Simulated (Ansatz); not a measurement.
Ansatz (a program for electronic structure) input (B3LYP/6-31G*):

Ansatz 0.2 input:
```yaml
crystal:
  periodic: [false, false, false]
  atoms:
    - {symbol: F, position_ang: [1.60094407, -0.93713694, 0.41974435]}
    - {symbol: Si, position_ang: [0.80757265, 0.24321768, -0.36956007]}
    - {symbol: Si, position_ang: [-1.50622342, 0.20265477, 0.06776346]}
    - {symbol: H, position_ang: [1.41864936, 1.54904544, 0.04353601]}
    - {symbol: H, position_ang: [-1.83740386, 0.34725828, 1.51444087]}
    - {symbol: H, position_ang: [-2.09420618, 1.35263984, -0.67411107]}
    - {symbol: H, position_ang: [-2.11442501, -1.05692545, -0.43641248]}
basis:
  gaussian:
    orbitals: 6-31G*
hamiltonian:
  xc: {name: B3LYP}
magnetization: {spin_polarized: true, initial_magnetization: 1}
phonons: {temperatures: {t_min: 298.15, t_max: 298.15, t_step: 100}}
```

Output:

```
Functional definition: B3LYP
integrals: 0.02 GiB planned
619 factors; integrals over basis functions are off by at most 6.8e-4 eV
mean field: 0.27 GiB planned
mean field evaluation 1: about -18535.6970 eV, gradient 2.1e1 eV
mean field evaluation 2: about -18533.1024 eV, gradient 3.7e1 eV
mean field evaluation 4: about -18537.1876 eV, gradient 7.0e-1 eV
mean field evaluation 8: about -18537.2010 eV, gradient 1.2e-2 eV
mean field -18537.20098134 eV, -681.2295710980 hartree, gradient 5.5e-5 eV, S^2 0.751740; 0 other end points of the search recorded, 0 dependent functions left out
the calculation of the forces begins
reference -18537.20122092 eV, -681.2295799027 hartree; 21, 20 occupied and 40, 41 virtual orbitals, 619 factors
these checks for a lower state are left out or cut short: stability, starts, cluster_reference, orbital_swaps, neighbouring_geometries, increment
integrals: 0.02 GiB planned
619 factors; integrals over basis functions are off by at most 6.8e-4 eV
mean field: 0.27 GiB planned
mean field evaluation 16: about -18537.1913 eV, gradient 7.0e-2 eV
mean field -18537.20095307 eV, -681.2295700591 hartree, gradient 1.0e-6 eV, S^2 0.751740; 0 other end points of the search recorded, 0 dependent functions left out
the calculation of the forces begins
reference -18537.20119265 eV, -681.2295788635 hartree; 21, 20 occupied and 40, 41 virtual orbitals, 619 factors
these checks for a lower state are left out or cut short: stability, starts, cluster_reference, orbital_swaps, neighbouring_geometries, increment
integrals: 0.02 GiB planned
619 factors; integrals over basis functions are off by at most 6.8e-4 eV
mean field: 0.27 GiB planned
mean field -18537.20095337 eV, -681.2295700701 hartree, gradient 8.5e-7 eV, S^2 0.751739; 0 other end points of the search recorded, 0 dependent functions left out
the calculation of the forces begins
reference -18537.20119296 eV, -681.2295788749 hartree; 21, 20 occupied and 40, 41 virtual orbitals, 619 factors
these checks for a lower state are left out or cut short: stability, starts, cluster_reference, orbital_swaps, neighbouring_geometries, increment
integrals: 0.02 GiB planned
619 factors; integrals over basis functions are off by at most 6.8e-4 eV
mean field: 0.27 GiB planned
mean field evaluation 32: about -18537.2009 eV, gradient 1.5e-6 eV
mean field -18537.20092525 eV, -681.2295690370 hartree, gradient 1.5e-6 eV, S^2 0.751740; 0 other end points of the search recorded, 0 dependent functions left out
the calculation of the forces begins
reference -18537.20116486 eV, -681.2295778424 hartree; 21, 20 occupied and 40, 41 virtual orbitals, 619 factors
these checks for a lower state are left out or cut short: stability, starts, cluster_reference, orbital_swaps, neighbouring_geometries, increment
integrals: 0.02 GiB planned
619 factors; integrals over basis functions are off by at most 6.8e-4 eV
mean field: 0.27 GiB planned
mean field -18537.20092505 eV, -681.2295690295 hartree, gradient 1.5e-6 eV, S^2 0.751740; 0 other end points of the search recorded, 0 dependent functions left out
the calculation of the forces begins
reference -18537.20116461 eV, -681.2295778334 hartree; 21, 20 occupied and 40, 41 virtual orbitals, 619 factors
these checks for a lower state are left out or cut short: stability, starts, cluster_reference, orbital_swaps, neighbouring_geometries, increment
integrals: 0.02 GiB planned
619 factors; integrals over basis functions are off by at most 6.8e-4 eV
mean field: 0.27 GiB planned
mean field -18537.20095391 eV, -681.2295700901 hartree, gradient 2.1e-6 eV, S^2 0.751740; 0 other end points of the search recorded, 0 dependent functions left out
the calculation of the forces begins
reference -18537.20119345 eV, -681.2295788930 hartree; 21, 20 occupied and 40, 41 virtual orbitals, 619 factors
these checks for a lower state are left out or cut short: stability, starts, cluster_reference, orbital_swaps, neighbouring_geometries, increment
integrals: 0.02 GiB planned
619 factors; integrals over basis functions are off by at most 6.8e-4 eV
mean field: 0.27 GiB planned
mean field -18537.20095924 eV, -681.2295702859 hartree, gradient 1.7e-6 eV, S^2 0.751740; 0 other end points of the search recorded, 0 dependent functions left out
the calculation of the forces begins
reference -18537.20119887 eV, -681.2295790922 hartree; 21, 20 occupied and 40, 41 virtual orbitals, 619 factors
these checks for a lower state are left out or cut short: stability, starts, cluster_reference, orbital_swaps, neighbouring_geometries, increment
integrals: 0.02 GiB planned
619 factors; integrals over basis functions are off by at most 6.8e-4 eV
mean field: 0.27 GiB planned
mean field -18537.20090905 eV, -681.2295684417 hartree, gradient 2.7e-6 eV, S^2 0.751737; 0 other end points of the search recorded, 0 dependent functions left out
[...]
mean field evaluation 192: about -18537.2009 eV, gradient 1.2e-5 eV
mean field -18537.20092955 eV, -681.2295691949 hartree, gradient 2.1e-6 eV, S^2 0.751738; 0 other end points of the search recorded, 0 dependent functions left out
the calculation of the forces begins
reference -18537.20116913 eV, -681.2295779992 hartree; 21, 20 occupied and 40, 41 virtual orbitals, 619 factors
these checks for a lower state are left out or cut short: stability, starts, cluster_reference, orbital_swaps, neighbouring_geometries, increment
integrals: 0.02 GiB planned
619 factors; integrals over basis functions are off by at most 6.8e-4 eV
mean field: 0.27 GiB planned
mean field -18537.20096901 eV, -681.2295706451 hartree, gradient 1.1e-6 eV, S^2 0.751740; 0 other end points of the search recorded, 0 dependent functions left out
the calculation of the forces begins
reference -18537.20120860 eV, -681.2295794498 hartree; 21, 20 occupied and 40, 41 virtual orbitals, 619 factors
these checks for a lower state are left out or cut short: stability, starts, cluster_reference, orbital_swaps, neighbouring_geometries, increment
integrals: 0.02 GiB planned
619 factors; integrals over basis functions are off by at most 6.8e-4 eV
mean field: 0.27 GiB planned
mean field -18537.20096694 eV, -681.2295705688 hartree, gradient 1.1e-6 eV, S^2 0.751740; 0 other end points of the search recorded, 0 dependent functions left out
the calculation of the forces begins
reference -18537.20120652 eV, -681.2295793733 hartree; 21, 20 occupied and 40, 41 virtual orbitals, 619 factors
these checks for a lower state are left out or cut short: stability, starts, cluster_reference, orbital_swaps, neighbouring_geometries, increment
integrals: 0.02 GiB planned
619 factors; integrals over basis functions are off by at most 6.8e-4 eV
mean field: 0.27 GiB planned
mean field -18537.20094586 eV, -681.2295697941 hartree, gradient 2.1e-6 eV, S^2 0.751740; 0 other end points of the search recorded, 0 dependent functions left out
the calculation of the forces begins
reference -18537.20118547 eV, -681.2295785998 hartree; 21, 20 occupied and 40, 41 virtual orbitals, 619 factors
these checks for a lower state are left out or cut short: stability, starts, cluster_reference, orbital_swaps, neighbouring_geometries, increment
integrals: 0.02 GiB planned
619 factors; integrals over basis functions are off by at most 6.8e-4 eV
mean field: 0.27 GiB planned
mean field -18537.20094502 eV, -681.2295697632 hartree, gradient 2.0e-6 eV, S^2 0.751740; 0 other end points of the search recorded, 0 dependent functions left out
the calculation of the forces begins
reference -18537.20118457 eV, -681.2295785668 hartree; 21, 20 occupied and 40, 41 virtual orbitals, 619 factors
these checks for a lower state are left out or cut short: stability, starts, cluster_reference, orbital_swaps, neighbouring_geometries, increment
integrals: 0.02 GiB planned
619 factors; integrals over basis functions are off by at most 6.8e-4 eV
mean field: 0.27 GiB planned
mean field evaluation 224: about -18537.2010 eV, gradient 1.5e-6 eV
mean field -18537.20096224 eV, -681.2295703963 hartree, gradient 1.5e-6 eV, S^2 0.751740; 0 other end points of the search recorded, 0 dependent functions left out
the calculation of the forces begins
reference -18537.20120180 eV, -681.2295791998 hartree; 21, 20 occupied and 40, 41 virtual orbitals, 619 factors
these checks for a lower state are left out or cut short: stability, starts, cluster_reference, orbital_swaps, neighbouring_geometries, increment
integrals: 0.02 GiB planned
619 factors; integrals over basis functions are off by at most 6.8e-4 eV
mean field: 0.27 GiB planned
mean field -18537.20096360 eV, -681.2295704463 hartree, gradient 1.5e-6 eV, S^2 0.751740; 0 other end points of the search recorded, 0 dependent functions left out
the calculation of the forces begins
reference -18537.20120322 eV, -681.2295792520 hartree; 21, 20 occupied and 40, 41 virtual orbitals, 619 factors
these checks for a lower state are left out or cut short: stability, starts, cluster_reference, orbital_swaps, neighbouring_geometries, increment
integrals: 0.02 GiB planned
619 factors; integrals over basis functions are off by at most 6.8e-4 eV
mean field: 0.27 GiB planned
mean field -18537.20096695 eV, -681.2295705691 hartree, gradient 9.6e-7 eV, S^2 0.751740; 0 other end points of the search recorded, 0 dependent functions left out
the calculation of the forces begins
reference -18537.20120652 eV, -681.2295793734 hartree; 21, 20 occupied and 40, 41 virtual orbitals, 619 factors
these checks for a lower state are left out or cut short: stability, starts, cluster_reference, orbital_swaps, neighbouring_geometries, increment
integrals: 0.02 GiB planned
619 factors; integrals over basis functions are off by at most 6.8e-4 eV
mean field: 0.27 GiB planned
mean field -18537.20096786 eV, -681.2295706027 hartree, gradient 1.1e-6 eV, S^2 0.751740; 0 other end points of the search recorded, 0 dependent functions left out
the calculation of the forces begins
reference -18537.20120745 eV, -681.2295794077 hartree; 21, 20 occupied and 40, 41 virtual orbitals, 619 factors
these checks for a lower state are left out or cut short: stability, starts, cluster_reference, orbital_swaps, neighbouring_geometries, increment
integrals: 0.02 GiB planned
619 factors; integrals over basis functions are off by at most 6.8e-4 eV
mean field: 0.27 GiB planned
mean field -18537.20093708 eV, -681.2295694715 hartree, gradient 2.1e-6 eV, S^2 0.751740; 0 other end points of the search recorded, 0 dependent functions left out
the calculation of the forces begins
reference -18537.20117665 eV, -681.2295782755 hartree; 21, 20 occupied and 40, 41 virtual orbitals, 619 factors
these checks for a lower state are left out or cut short: stability, starts, cluster_reference, orbital_swaps, neighbouring_geometries, increment
integrals: 0.02 GiB planned
619 factors; integrals over basis functions are off by at most 6.8e-4 eV
mean field: 0.27 GiB planned
mean field -18537.20094051 eV, -681.2295695977 hartree, gradient 2.0e-6 eV, S^2 0.751740; 0 other end points of the search recorded, 0 dependent functions left out
the calculation of the forces begins
reference -18537.20118012 eV, -681.2295784030 hartree; 21, 20 occupied and 40, 41 virtual orbitals, 619 factors
these checks for a lower state are left out or cut short: stability, starts, cluster_reference, orbital_swaps, neighbouring_geometries, increment
integrals: 0.02 GiB planned
619 factors; integrals over basis functions are off by at most 6.8e-4 eV
mean field: 0.27 GiB planned
mean field evaluation 256: about -18537.1913 eV, gradient 4.3e-2 eV
mean field -18537.20096965 eV, -681.2295706687 hartree, gradient 6.8e-7 eV, S^2 0.751740; 0 other end points of the search recorded, 0 dependent functions left out
the calculation of the forces begins
reference -18537.20120923 eV, -681.2295794731 hartree; 21, 20 occupied and 40, 41 virtual orbitals, 619 factors
these checks for a lower state are left out or cut short: stability, starts, cluster_reference, orbital_swaps, neighbouring_geometries, increment
integrals: 0.02 GiB planned
619 factors; integrals over basis functions are off by at most 6.8e-4 eV
mean field: 0.27 GiB planned
mean field -18537.20096922 eV, -681.2295706529 hartree, gradient 8.3e-7 eV, S^2 0.751740; 0 other end points of the search recorded, 0 dependent functions left out
the calculation of the forces begins
reference -18537.20120882 eV, -681.2295794577 hartree; 21, 20 occupied and 40, 41 virtual orbitals, 619 factors
Total energy: -18537.20122092 eV, -681.2295799027 hartree
Atom 0 at     1.600944    -0.937137     0.419744 Å, force    -0.000065     0.000096    -0.001068 eV/Å
Atom 1 at     0.807573     0.243218    -0.369560 Å, force    -0.000108    -0.000416     0.002550 eV/Å
Atom 2 at    -1.506223     0.202655     0.067763 Å, force    -0.000932     0.000697    -0.000236 eV/Å
Atom 3 at     1.418649     1.549045     0.043536 Å, force     0.000117     0.000443    -0.000651 eV/Å
Atom 4 at    -1.837404     0.347258     1.514441 Å, force     0.000766    -0.000318    -0.000404 eV/Å
Atom 5 at    -2.094206     1.352640    -0.674111 Å, force     0.000410     0.000139    -0.000272 eV/Å
Atom 6 at    -2.114425    -1.056925    -0.436412 Å, force    -0.000187    -0.000641     0.000082 eV/Å
Dipole moment:    -0.150063     0.171737    -0.103757 e Å
Vibrations: 105.33 155.95 400.65 404.33 527.77 641.79 799.44 867.83 902.63 933.50 946.08 2173.67 2221.03 2242.63 2256.66 cm⁻¹, zero-point energy 0.965794 eV
```

The blocks after the first are displaced geometries, from whose forces the wavenumbers follow.
